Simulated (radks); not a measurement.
The numbers below are computed, except where a source is named.
Valence configurations of the scandium ion Sc+ (all share [Ar]). Level of theory: non-relativistic Kohn-Sham, TPSS, spin-polarised, spherical densities, point nucleus; open shells are filled with parallel spins first; meta-GGA in the generalised Kohn-Sham scheme (a radial shooting solver on a logarithmic mesh with Libxc functionals). Energies are relative to 3d1 4s1; eigenvalues in eV for spin up.

valence          E (eV)  moment (Bohr magnetons)    e(3d)   e(4p)    e(4s)
3d1 4s1           0.000                        2  -10.411       -  -10.095
3d0.5 4s1 4p0.5   2.230                        2  -12.759  -7.594  -11.278
3d2               0.395                        2   -7.231       -        -
3d1 4p1           3.434                        2  -11.341  -7.176        -
4s1 4p1           5.201                        2        -  -8.510  -12.415
3d1.5 4s0.5       0.031                        2   -8.716       -   -9.129
4s0.5 4p1.5       7.144                        2        -  -8.738  -12.604
4s2               2.275                        0        -       -  -11.258
3d0.5 4s1.5       0.968                        1  -12.229       -  -10.735
3d0.5 4s0.5 4p1   4.061                        2  -13.228  -7.854  -11.490

NIST lists [Ar] 3d1 4s1 as the ground configuration; this level of theory agrees among the configurations tried. The energies are those of spherical high-spin densities, not of single terms.
